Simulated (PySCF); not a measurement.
# Xe (xenon, neutral) across methods

[Xe], closed-shell 1S. All numbers are calculated (PySCF 2.14, the spin-free X2C one-electron Hamiltonian (Gaussian nucleus), in x2c-TZVPPall).

```json
{"method": "UHF", "E (hartree)": "-7443.46519", "mean ε 4d (eV)": "-72.587", "mean ε 5s (eV)": "-27.508", "mean ε 5p (eV)": "-12.435", "Σ⟨r²⟩ (bohr²)": "61.33", "⟨S²⟩": "0.000"}
{"method": "TPSSh", "E (hartree)": "-7446.14", "mean ε 4d (eV)": "-60.931", "mean ε 5s (eV)": "-20.776", "mean ε 5p (eV)": "-8.860", "Σ⟨r²⟩ (bohr²)": "60.89", "⟨S²⟩": "0.000"}
{"method": "PBE", "E (hartree)": "-7446.00", "mean ε 4d (eV)": "-59.332", "mean ε 5s (eV)": "-19.683", "mean ε 5p (eV)": "-8.221", "Σ⟨r²⟩ (bohr²)": "60.92", "⟨S²⟩": "0.000"}
{"method": "PBE0", "E (hartree)": "-7446.09", "mean ε 4d (eV)": "-62.946", "mean ε 5s (eV)": "-21.930", "mean ε 5p (eV)": "-9.534", "Σ⟨r²⟩ (bohr²)": "60.84", "⟨S²⟩": "0.000"}
{"method": "r2SCAN", "E (hartree)": "-7446.45", "mean ε 4d (eV)": "-60.655", "mean ε 5s (eV)": "-20.423", "mean ε 5p (eV)": "-8.625", "Σ⟨r²⟩ (bohr²)": "60.95", "⟨S²⟩": "0.000"}
{"method": "wB97X-V", "E (hartree)": "-7446.15", "mean ε 4d (eV)": "-65.277", "mean ε 5s (eV)": "-24.852", "mean ε 5p (eV)": "-11.887", "Σ⟨r²⟩ (bohr²)": "60.82", "⟨S²⟩": "0.000"}
{"method": "B3LYP", "E (hartree)": "-7446.53", "mean ε 4d (eV)": "-62.183", "mean ε 5s (eV)": "-21.491", "mean ε 5p (eV)": "-9.231", "Σ⟨r²⟩ (bohr²)": "61.00", "⟨S²⟩": "0.000"}
{"method": "wB97X", "E (hartree)": "-7446.71", "mean ε 4d (eV)": "-65.333", "mean ε 5s (eV)": "-24.785", "mean ε 5p (eV)": "-11.854", "Σ⟨r²⟩ (bohr²)": "61.07", "⟨S²⟩": "0.000"}
```

Problem. Estimate the same row for LDA.

Solution. E (hartree) = -7439.76; mean ε 4d (eV) = -59.435; mean ε 5s (eV) = -19.946; mean ε 5p (eV) = -8.392; Σ⟨r²⟩ (bohr²) = 60.90; ⟨S²⟩ = 0.000.
